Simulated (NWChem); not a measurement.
System: C4H8O; SMILES C=CCCO

The following NWChem deck was run.

```
start job
memory heap 200 mb stack 900 mb global 1100 mb
geometry units angstroms
  C      2.437442     0.377207     0.186227
  C      1.380200    -0.121168    -0.425848
  C      0.096065    -0.471276     0.252560
  C     -1.081693     0.296756    -0.348895
  O     -2.261596    -0.119429     0.304122
  H      2.440174     0.565498     1.247329
  H      3.346367     0.611497    -0.341373
  H      1.402714    -0.301465    -1.493380
  H     -0.107515    -1.538844     0.135343
  H      0.151066    -0.252147     1.319212
  H     -1.146486     0.091779    -1.428101
  H     -0.923856     1.376808    -0.213254
  H     -3.009847     0.371225    -0.049952
end
basis spherical
  * library def2-svp
end
dft
  xc xpbe96 cpbe96
  disp vdw 4
  iterations 150
end
driver
  maxiter 120
end
task dft optimize
```

Excerpt of the output:

```
             Northwest Computational Chemistry Package (NWChem) 7.3.0
             --------------------------------------------------------

 C1  symmetry detected

                             Geometry "geometry" -> ""
                             -------------------------

 Output coordinates in angstroms (scale by  1.889725989 to convert to a.u.)

  No.       Tag          Charge          X              Y              Z
 ---- ---------------- ---------- -------------- -------------- --------------
    1 C                    6.0000     0.15063866     2.41883503     0.33542455
    2 C                    6.0000    -0.27736996     1.35763736    -0.32141807
    3 C                    6.0000     0.42620204     0.04010649    -0.35165993
    4 C                    6.0000    -0.46825732    -1.08371537     0.17341347
    5 O                    8.0000     0.24087135    -2.29947336     0.06910012
    6 H                    1.0000     1.06460251     2.40012592     0.90614206
    7 H                    1.0000    -0.38629304     3.35212197     0.32658934
    8 H                    1.0000    -1.19917441     1.40210422    -0.88793171
    9 H                    1.0000     0.70579246    -0.20876529    -1.37868384
   10 H                    1.0000     1.33610822     0.07484602     0.24805086
   11 H                    1.0000    -1.39549283    -1.12722866    -0.41755200
   12 H                    1.0000    -0.73739227    -0.88047024     1.22035240
   13 H                    1.0000    -0.30240202    -3.01412809     0.41567184

 Effective nuclear repulsion energy (a.u.)     170.6762948261

                                Z-matrix (autoz)
                                --------

 Units are Angstrom for bonds and degrees for angles

      Type          Name      I     J     K     L     M      Value
      ----------- --------  ----- ----- ----- ----- ----- ----------
    1 Stretch                  1     2                       1.31938
    2 Stretch                  1     6                       1.07768
    3 Stretch                  1     7                       1.07675
    4 Stretch                  2     3                       1.49393
    5 Stretch                  2     8                       1.08288
    6 Stretch                  3     4                       1.52929
    7 Stretch                  3     9                       1.09311
    8 Stretch                  3    10                       1.09032
    9 Stretch                  4     5                       1.41132
   10 Stretch                  4    11                       1.10041
   11 Stretch                  4    12                       1.09992
   12 Stretch                  5    13                       0.96228
   13 Bend                     1     2     3               124.51651
   14 Bend                     1     2     8               120.23609
   15 Bend                     2     1     6               121.65484
   16 Bend                     2     1     7               122.09310
   17 Bend                     2     3     4               111.45007
   18 Bend                     2     3     9               109.89327
   19 Bend                     2     3    10               110.71954
   20 Bend                     3     2     8               115.24720
   21 Bend                     3     4     5               108.28719
   22 Bend                     3     4    11               109.72516
   23 Bend                     3     4    12               109.51961
   24 Bend                     4     3     9               107.75077
   25 Bend                     4     3    10               108.82444
   26 Bend                     4     5    13               109.23643
   27 Bend                     5     4    11               110.46462
   28 Bend                     5     4    12               110.63873
   29 Bend                     6     1     7               116.25048
   30 Bend                     9     3    10               108.09430
   31 Bend                    11     4    12               108.19796
   32 Torsion                  1     2     3     4         121.67107
   33 Torsion                  1     2     3     9        -118.95355
   34 Torsion                  1     2     3    10           0.38752
   35 Torsion                  2     3     4     5         177.84836
   36 Torsion                  2     3     4    11          57.20660
   37 Torsion                  2     3     4    12         -61.42039
   38 Torsion                  3     2     1     6           0.18398
   39 Torsion                  3     2     1     7         179.70878
   40 Torsion                  3     4     5    13         178.67167
   41 Torsion                  4     3     2     8         -58.16360
   42 Torsion                  5     4     3     9          57.20839
   43 Torsion                  5     4     3    10         -59.77069
   44 Torsion                  6     1     2     8        -179.98911
   45 Torsion                  7     1     2     8          -0.46430
   46 Torsion                  8     2     3     9          61.21178
   47 Torsion                  8     2     3    10        -179.44715
   48 Torsion                  9     3     4    11         -63.43338
   49 Torsion                  9     3     4    12         177.93964
   50 Torsion                 10     3     4    11         179.58754
   51 Torsion                 10     3     4    12          60.96056
   52 Torsion                 11     4     5    13         -61.14747
   53 Torsion                 12     4     5    13          58.63817

  pbe96 is a nonlocal functional; adding pw91lda local functional.

                           NWChem Geometry Optimization
                           ----------------------------

 maximum gradient threshold         (gmax) =   0.000450
 rms gradient threshold             (grms) =   0.000300
 maximum cartesian step threshold   (xmax) =   0.001800
 rms cartesian step threshold       (xrms) =   0.001200
 fixed trust radius                (trust) =   0.300000
 source of zmatrix                         =   autoz

          -------------------
          Energy Minimization
          -------------------

 Using diagonal initial Hessian
 Scaling for Hessian diagonals: bonds = 1.00  angles = 0.25  torsions = 0.10

          --------
          Step   0

                                 NWChem DFT Module
                                 -----------------

 Summary of "ao basis" -> "ao basis" (spherical)
 ------------------------------------------------------------------------------
       Tag                 Description            Shells   Functions and Types
 ---------------- ------------------------------  ------  ---------------------
 C                          def2-svp                 6       14   3s2p1d
 O                          def2-svp                 6       14   3s2p1d
 H                          def2-svp                 3        5   2s1p

            General Information
            -------------------
          SCF calculation type: DFT
          Wavefunction type:  closed shell.
          No. of atoms     :    13
          No. of electrons :    40
           Alpha electrons :    20
            Beta electrons :    20
          Charge           :     0
          Spin multiplicity:     1
          Use of symmetry is: off; symmetry adaption is: off
          Maximum number of iterations: 150
          AO basis - number of functions:   110
                     number of shells:    54
          Convergence on energy requested:  1.00D-06
          Convergence on density requested:  1.00D-05
          Convergence on gradient requested:  5.00D-04

              XC Information
              --------------
          PerdewBurkeErnzerhof Exchange Functional  1.000
            Perdew 1991 LDA Correlation Functional  1.000 local
           PerdewBurkeErnz. Correlation Functional  1.000 non-local

             Grid Information
             ----------------
          Grid used for XC integration:  medium
          Radial quadrature: Mura-Knowles
          Angular quadrature: Lebedev.
          Tag              B.-S. Rad. Rad. Pts. Rad. Cut. Ang. Pts.
          ---              ---------- --------- --------- ---------
          C                   0.70       49          13.0       434
          O                   0.60       49          13.0       434
          H                   0.35       45          14.0       434
          Grid pruning is: on
          Number of quadrature shells:   605
          Spatial weights used:  Erf1

           DFT-D3BJ Model
          s6 scale factor  :        1.000000000000
          s8 scale factor  :        0.787500000000
          a1 parameter     :        0.428900000000
          a2 parameter     :        4.440700000000
              vdW contrib  :       -0.008710906053

      Superposition of Atomic Density Guess
      -------------------------------------

 Sum of atomic energies:        -229.18462805

      Non-variational initial energy
      ------------------------------

 Total energy =    -232.357551
 1-e energy   =    -646.460831
 2-e energy   =     243.426985
 HOMO         =      -0.322343
 LUMO         =       0.006555

[...]

      ----------------------
      Optimization converged
      ----------------------

  Step       Energy      Delta E   Gmax     Grms     Xrms     Xmax
  ---- ---------------- -------- -------- -------- -------- --------
@   13    -231.96393904 -3.8D-08  0.00004  0.00001  0.00038  0.00096
                                     ok       ok       ok       ok

                                Z-matrix (autoz)
                                --------

 Units are Angstrom for bonds and degrees for angles

      Type          Name      I     J     K     L     M      Value     Gradient
      ----------- --------  ----- ----- ----- ----- ----- ---------- ----------
    1 Stretch                  1     2                       1.34415   -0.00001
    2 Stretch                  1     6                       1.10323   -0.00002
    3 Stretch                  1     7                       1.10121   -0.00002
    4 Stretch                  2     3                       1.50080    0.00004
    5 Stretch                  2     8                       1.10679    0.00002
    6 Stretch                  3     4                       1.52946    0.00001
    7 Stretch                  3     9                       1.11341    0.00001
    8 Stretch                  3    10                       1.11005    0.00000
    9 Stretch                  4     5                       1.41613   -0.00002
   10 Stretch                  4    11                       1.12033    0.00001
   11 Stretch                  4    12                       1.11866    0.00001
   12 Stretch                  5    13                       0.97319   -0.00000
   13 Bend                     1     2     3               125.46116    0.00000
   14 Bend                     1     2     8               118.62454   -0.00000
   15 Bend                     2     1     6               121.30111    0.00000
   16 Bend                     2     1     7               121.63584   -0.00001
   17 Bend                     2     3     4               112.98565   -0.00000
   18 Bend                     2     3     9               110.13018    0.00000
   19 Bend                     2     3    10               110.83002   -0.00000
   20 Bend                     3     2     8               115.91054   -0.00000
   21 Bend                     3     4     5               108.06716   -0.00000
   22 Bend                     3     4    11               109.04424   -0.00000
   23 Bend                     3     4    12               108.87570    0.00000
   24 Bend                     4     3     9               107.00569   -0.00000
   25 Bend                     4     3    10               108.88705    0.00000
   26 Bend                     4     5    13               107.61102    0.00000
   27 Bend                     5     4    11               112.03259    0.00000
   28 Bend                     5     4    12               112.28242    0.00000
   29 Bend                     6     1     7               117.06130    0.00000
   30 Bend                     9     3    10               106.74229    0.00000
   31 Bend                    11     4    12               106.46613   -0.00000
   32 Torsion                  1     2     3     4         118.46517    0.00000
   33 Torsion                  1     2     3     9        -121.94149    0.00000
   34 Torsion                  1     2     3    10          -4.05494    0.00001
   35 Torsion                  2     3     4     5         175.78474   -0.00001
   36 Torsion                  2     3     4    11          53.77629   -0.00001
   37 Torsion                  2     3     4    12         -62.00423   -0.00000
   38 Torsion                  3     2     1     6           0.64913    0.00000
   39 Torsion                  3     2     1     7        -179.84491   -0.00000
   40 Torsion                  3     4     5    13         177.76050    0.00000
   41 Torsion                  4     3     2     8         -60.81745    0.00001
   42 Torsion                  5     4     3     9          54.40823   -0.00000
   43 Torsion                  5     4     3    10         -60.61691   -0.00001
   44 Torsion                  6     1     2     8         179.91401   -0.00000
   45 Torsion                  7     1     2     8          -0.58002   -0.00000
   46 Torsion                  8     2     3     9          58.77589    0.00000
   47 Torsion                  8     2     3    10         176.66244    0.00001
   48 Torsion                  9     3     4    11         -67.60022   -0.00001
   49 Torsion                  9     3     4    12         176.61926   -0.00000
   50 Torsion                 10     3     4    11         177.37463   -0.00001
   51 Torsion                 10     3     4    12          61.59411   -0.00001
   52 Torsion                 11     4     5    13         -62.08875   -0.00000
   53 Torsion                 12     4     5    13          57.66580    0.00000

                         Geometry "geometry" -> "geometry"
                         ---------------------------------

 Output coordinates in angstroms (scale by  1.889725989 to convert to a.u.)

  No.       Tag          Charge          X              Y              Z
 ---- ---------------- ---------- -------------- -------------- --------------
    1 C                    6.0000     0.14125976     2.43964455     0.34955482
    2 C                    6.0000    -0.26488998     1.36115964    -0.34228875
    3 C                    6.0000     0.42052378     0.02607572    -0.35508237
    4 C                    6.0000    -0.45941068    -1.10223823     0.18517612
    5 O                    8.0000     0.24720409    -2.32031697     0.03547056
    6 H                    1.0000     1.05174378     2.41186117     0.97193974
    7 H                    1.0000    -0.41309554     3.39051363     0.31492223
    8 H                    1.0000    -1.18576652     1.43789286    -0.95145182
    9 H                    1.0000     0.70167853    -0.25035454    -1.39634591
   10 H                    1.0000     1.36199055     0.06005858     0.23203175
   11 H                    1.0000    -1.43034614    -1.10818435    -0.37373606
   12 H                    1.0000    -0.70996245    -0.88577766     1.25371627
   13 H                    1.0000    -0.30309578    -3.02833843     0.41359251

 Effective nuclear repulsion energy (a.u.)     169.0365102359

                Final and change from initial internal coordinates
                --------------------------------------------------

                                Z-matrix (autoz)
                                --------

 Units are Angstrom for bonds and degrees for angles

[...]
```

Level: PBE-D3(BJ)/def2-SVP. No frequency run checked for a minimum.
